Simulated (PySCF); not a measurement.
Shapes and spin states of Hg₃S⁺

Computed with PBE/[S def2-SVP, Hg def2-SVP with ECP60], scalar-relativistic core potentials, density fitting, no spin–orbit coupling, PySCF.

Relaxations began from a few typed shapes and spin states; open shells are unrestricted. The search is not exhaustive: other isomers or separated fragments can lie lower, and high-lying points may rest on an excited occupation.

| spin | group | bonds | angles | imaginary modes (cm⁻¹) | ΔE (kJ/mol) | ΔE with ZPE (kJ/mol) |
| --- | --- | --- | --- | --- | --- | --- |
| doublet | C2v | S–Hg 2.549 Å (×2), S–Hg 2.739 Å | Hg–S–Hg 98.6° (×2), Hg–S–Hg 162.8° | none | 0.0 | 0.0 |
| quartet | C3v | S–Hg 2.763 Å (×3) | Hg–S–Hg 99.7° (×3) | none | 46.9 | 46.3 |
| quartet | C2v | S–Hg 2.919 Å (×2), S–Hg 2.932 Å | Hg–S–Hg 117.3°, Hg–S–Hg 121.3° (×2) | 142i | 83.8 | – |
| quartet | D3h | S–Hg 2.922 Å (×3) | Hg–S–Hg 120.0° (×3) | 145i | 83.8 | – |

The lowest minimum found is the doublet C2v: S–Hg 2.549 Å (×2), S–Hg 2.739 Å; Hg–S–Hg 98.6° (×2), Hg–S–Hg 162.8°.

For the lowest minimum: spin–orbit coupling, left out here, can matter for elements this heavy.
